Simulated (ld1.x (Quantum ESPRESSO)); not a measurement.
## What one change does to a pseudopotential (silver, TM)

```
Element                 : silver (Ag)
Generator               : ld1.x (Quantum ESPRESSO) 7.5
Type                    : norm-conserving Troullier–Martins (Kleinman–Bylander form)
Functional              : LDA (PZ)
Relativity              : fully relativistic
Frozen core             : [Kr]
Valence charge          : 11
Reference configuration : 4d10 5s1 5p0
Partial waves           : 5p (bound, empty): rc 3.30 bohr; 4d (bound): rc 1.75 bohr; 4f channel at 0.15 Ry: rc 2.55 bohr; 5s (bound): rc 1.85 bohr
Local potential         : the s channel
Core correction         : none
```

Open shells are filled in proportion to 2j + 1 (rel_dist='average').

All-electron outer shells of the reference configuration (LDA (PZ), scalar-relativistic, ld1.x):

```
shell  level (eV)  outermost node (bohr)  outermost maximum (bohr)
   4s      -95.08                   0.44                      0.82
   4p      -58.67                   0.44                      0.87
   4d       -7.66                   0.43                      1.04
   5s       -4.72                   1.11                      2.49
   5p       -0.85                   1.25                      3.67
```

Change: local potential the d channel.

Cutoffs: the cutoffs (Ry, on a coarse ladder) from which the occupation-weighted sum of valence levels, in a spherical-Bessel basis at the reference potential, stays within 10 and 1 mRy of its value at 400 Ry; they do not see the model core or the augmentation charge, which bear on the density cutoff. Errors are all-electron minus pseudo energies relative to the spin-unpolarised reference configuration.

Q: How do hardness, ghosts and transferability respond?

A: The potential gets softer (70 Ry and 100 Ry → 60 Ry and 100 Ry); a bound ghost appears in p, s, which as a rule spoils a file; the miss of the reference levels goes from 0.00 to 0.34 eV; the number of tests that count goes from 7 to 6; of the 6 tests that both files solve, the error grows in 0 and shrinks in 4 by more than 15 % and 0.3 meV (median size 77.0 → 12.9 meV). In the separable form a ghost depends on how the local part lies against the semilocal potential of the channel, so the choice of the local part can create or remove one. In the changed file the local d channel has no projectors, so it cannot carry the spin–orbit splitting, and the file is wrong for that shell.

```tsv
quantity	base	changed
cutoff, loose	70 Ry	60 Ry
cutoff, tight	100 Ry	100 Ry
bound ghosts	none	s, p3/2, p1/2
largest miss of a reference level, eV	0.00	0.34
tests counted (converged, no solver errors)	7 of 7	6 of 7
error for 4d10 5s0 5p0, meV [ΔE 8.10 eV]	-0.2	-0.3
error for 4d9 5s0 5p0, meV [ΔE 30.49 eV]	-77	+4.9
error for 4d8 5s0 5p0, meV [ΔE 66.92 eV]	-480	-97
error for 4d10 5s0 5p1, meV [ΔE 4.02 eV]	+2.3	+2.2
error for 4d7 5s0 5p0, meV [ΔE 118.84 eV]	-1315	-392
error for 4d9 5s1 5p0, meV [ΔE 13.38 eV]	-77	-21
s: phases at 3.60 bohr within 0.05 rad from the reference energy up to (Ry; the scan ends near 5)	1.2	1.3
p1/2: phases at 3.60 bohr within 0.05 rad from the reference energy up to (Ry; the scan ends near 5)	2.1	2.1
p3/2: phases at 3.60 bohr within 0.05 rad from the reference energy up to (Ry; the scan ends near 5)	2.0	2.1
d3/2: phases at 3.60 bohr within 0.05 rad from the reference energy up to (Ry; the scan ends near 5)	0.5	n/a
d5/2: phases at 3.60 bohr within 0.05 rad from the reference energy up to (Ry; the scan ends near 5)	0.6	n/a
f5/2: phases at 3.60 bohr within 0.05 rad from the reference energy up to (Ry; the scan ends near 5)	2.9	2.9
f7/2: phases at 3.60 bohr within 0.05 rad from the reference energy up to (Ry; the scan ends near 5)	2.9	2.9
```

Changed file: Tests not counted: 4d9 5s1 5p1 (solver errors, printed error -2.4 eV). A true bound ghost makes a file unfit for plane-wave use even where its test errors are small: the radial tests pick states by their node count and pass the ghost by. Where a test does run into it, the solver fails or the error is huge.
